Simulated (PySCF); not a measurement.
BeZn: from constants to spectrum

PBE constants of BeZn, ¹Σ⁺ (singlet), closed shell (basis Be cc-pVDZ, Zn cc-pVDZ-PP with ECP10; scalar-relativistic core potentials; PySCF 2.14; masses 9.0122 and 63.9291 u):

| Item | Value |
| --- | --- |
| ωe | 188.6 cm⁻¹ |
| ωexe | 4.54 cm⁻¹ |
| Be | 0.29737 cm⁻¹ |
| αe | 0.00811 cm⁻¹ |
| D (centrifugal) | 2.96e-06 cm⁻¹ |
| De to Be + Zn | 0.229 eV |

Task: Give the band origin of the fundamental and the first lines of its P and R branches.

Result: ν0 = ωe − 2ωexe = 179.5 cm⁻¹, B0 = 0.29332, B1 = 0.28521 cm⁻¹.

```csv
J″,P(J″) − ν0,R(J″) − ν0
0,,0.570
1,-0.587,1.125
2,-1.189,1.662
3,-1.808,2.184
4,-2.443,2.688
5,-3.094,3.177
6,-3.761,3.648
```

Task: Near which J would the R branch turn back, without centrifugal distortion?

Result: At J ≈ (B0 + B1)/(2(B0 − B1)) − 1 ≈ 35.

Closed-shell solutions of metal pairs were not tested for spin polarisation, which can lower them a little. The bond is weak. Basis-set superposition, not corrected here, can be much of De in a small basis, most of all at correlated wavefunction levels. Functionals without a dispersion term scatter widely for such bonds, and LDA overbinds them.
